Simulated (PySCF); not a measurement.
**Relaxation of singlet H4CrO**

Computed with PySCF, PBE0, basis Cr def2-TZVP, O def2-TZVP, H def2-TZVP (no relativity, density fitting). A (50,194) grid was used.

A hand-made square pyramidal (ligand arrangement 2) start, of C4v symmetry, held to at least that symmetry:

Coordinates in bohr (charge 0 multiplicity 1):
```
Cr    0.0000    0.0000   -0.6717
O     0.0000    0.0000    2.5030
H     2.8465    0.0000   -1.2768
H     0.0000    2.8465   -1.2768
H    -2.8465    0.0000   -1.2768
H     0.0000   -2.8465   -1.2768
```

Task: What forces act on the atoms at the start (eV/Å)?

Result: 
```
atom     Fx     Fy     Fz
 Cr1   0.00   0.00  12.42
  O2   0.00   0.00  -7.05
  H3   0.75   0.00  -1.34
  H4   0.00   0.75  -1.34
  H5  -0.75   0.00  -1.34
  H6   0.00  -0.75  -1.34
```

Task: What does it relax to?

Result: It ends at C4v with Cr–H 1.573 Å (×4), Cr–O 1.532 Å; H–Cr–H 74.6° (×4), H–Cr–H 118.1° (×2), H–Cr–O 121.0° (×4). A frequency run shows 3 imaginary modes, down to 816i cm⁻¹, so it is a higher-order saddle point. Other isomers or separated fragments may lie lower.

Task: How much energy is released, and in how many steps?

Result: 165.9 kJ/mol in 7 steps.

Stability towards spin polarisation was not tested.

The relaxation took roughly 40 core-seconds on a shared host.
